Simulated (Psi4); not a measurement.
Cl₂MoO₂, singlet, geometry from GFN2-xTB (such geometries of metal compounds can be far from the true shape) (core potentials on Mo).

The Psi4 input:
```
memory 2 GB

molecule mol {
0 1
  Mo    0.298668   -0.055206    0.098626
  O     1.452282   -0.587896   -0.930250
  O     0.741126    0.182461    1.654554
  Cl   -0.459639    1.801845   -0.663469
  Cl   -1.310439   -1.474660    0.078957
}

set basis def2-sv(p)
set reference rks

energy('m06-2x')
print_variables()
```

Q: What does this run give for the number of basis functions, total energy, dipole moment, nuclear repulsion energy?

A: 
```yaml
number_of_basis_functions: 88
total_energy: -1138.5292 Eh
dipole_moment: 1.10 D
nuclear_repulsion_energy: 339.8634 Eh
```
